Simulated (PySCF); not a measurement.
# How methods differ on the excitation energy of Mo(2+)

Mo(2+) [Kr] 4d4 (5D) → Mo(2+) [Kr] 4d3 5s1 (5F), as a difference of total energies. Computed with PySCF 2.14 in def2-QZVPPD with the def2 core potential (28 electrons) (7s5p4d3f2g, 81 functions), with a scalar-relativistic core potential. Correlated levels: valence and next inner shell: nothing frozen outside the core potential. The calculations carry no spin-orbit coupling.

```tsv
method	excitation energy (eV)
UHF	3.866
MP2 (valence and next inner shell)	3.977
SCS-MP2 (valence and next inner shell)	3.925
CCSD (valence and next inner shell)	3.926
CCSD(T) (valence and next inner shell)	3.918
```

Question: How much does correlation contribute at CCSD(T) (valence and next inner shell)?

Answer: 3.918 − (3.866) = 0.052 eV, measured against UHF.
